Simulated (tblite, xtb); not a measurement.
Br3Ga (SMILES [Br][Ga]([Br])[Br]), singlet, geometry from GFN2-xTB (such geometries of metal compounds can be far from the true shape). Base run: GFN1-xTB (xtb).

Geometry (Å):
```xyz
4

Ga     0.0000     0.0000     0.0000
Br     2.1703    -0.3323    -0.6642
Br    -0.7742    -0.9827     1.9227
Br    -1.3961     1.3150    -1.2585
```
All else is at xtb's defaults.
Base energy -13.15001 Eh.

Programs used: tblite, xtb; a row that names a program was run with it.

Variants of this job, named by their change:

```csv
change,ΔE vs base (kJ/mol),HOMO-LUMO gap (eV),G_solv (kcal/mol),SCF cycles
base,0.00,4.62,-,8
alpb = acetonitrile,-33.4,4.63,-7.98,8
etemp = 3000,-0.02,4.62,-,8
alpb = ether,-34.9,4.63,-8.33,8
"program = tblite; method = gfn1; option = (--etemp, 2000)",-0.02,-,-,-
acc = 1000,0.00,4.62,-,6
etemp = 1000,0.00,4.62,-,8
acc = 30,0.00,4.62,-,8
alpb = dmf,-35.8,4.63,-8.57,8
"program = tblite; method = gfn1; option = (--alpb, water)",-11.26,-,-,-
```

ALPB and GBSA are two models with their own fitted parameters for each solvent, which aren't always the measured dielectric constant.
